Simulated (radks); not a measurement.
Species: neutral molybdenum. Configuration: [Kr] 4d4 5s0.5 5p1.5 (fractional occupations, a model configuration). Method: scalar-relativistic Kohn-Sham, PBEsol, spin-polarised, spherical densities, point nucleus; open shells are filled with parallel spins first (spin-orbit coupling, left out, can overturn this in heavy ions); computed with a radial shooting solver on a logarithmic mesh with Libxc functionals.

Normalised radial functions P(r) = r R(r), r in bohr:

r,5s up
0.002508,0.0251
0.003925,0.0361
0.006143,0.0498
0.009615,0.0645
0.01505,0.0745
0.02356,0.0678
0.03687,0.0286
0.05771,-0.0479
0.0896,-0.1185
0.1402,-0.0852
0.2195,0.0920
0.3436,0.1852
0.5377,-0.0594
0.8417,-0.3065
1.317,-0.0141
2.062,0.5094
3.227,0.5986
5.051,0.2888
7.843,0.0549
12.28,0.0029

5s up: eigenvalue -6.731 eV, 4 radial nodes at r = 0.0445, 0.179, 0.499, 1.33 bohr, <r> = 3.23 bohr, 90 % of the charge inside 4.77 bohr.
